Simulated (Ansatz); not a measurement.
Reactions of FH₂MgN, SMILES `[NH2][Mg][F]`.

Program: Ansatz. Geometries: PBE0-D4/def2-TZVP. ΔE: electronic, gas phase. CCSD(T)/CBS adds triple-zeta CCSD(T) − MP2 to the extrapolated MP2 energy (def2 sets, frozen cores). This one scheme is used for every species, atoms too. Functionals use def2-TZVPP. Open shells (•) are unrestricted, without spin–orbit coupling. Spin–orbit coupling would lower the free atoms: a little for F. Bonds to Mg are less sure, by a few kJ/mol each and by 10 to 20 or more in all where they break to atoms, as the def2 sets lack core-valence functions. Each species was taken in one conformer, which may not be the lowest.

| reaction | HF/CBS(def2) (kcal/mol) | B2PLYP (kcal/mol) | revPBE-D4 (kcal/mol) | CCSD(T)/CBS(def2) (kcal/mol) |
| --- | --- | --- | --- | --- |
| `[NH2][Mg][F]` + H₂ → `[NH2][MgH]` + H–F | 36.3 | 38.9 | 37.3 | 38.2 |
| `[NH2][Mg][F]` → F• + 2 H• + Mg (atom) + N• | 249.9 | 368.8 | 367.8 | 377.1 |
| `[NH2][Mg][F]` + HCl → `[F][Mg][Cl]` + NH₃ | -38.8 | -33.7 | -33.0 | -33.8 |
| `[NH2][Mg][F]` + silanol → `[F][Mg][O][SiH3]` + NH₃ | -25.8 | -23.1 | -21.6 | -24.2 |

Largest T1 diagnostic: 0.012, for `[F][Mg][O][SiH3]`.
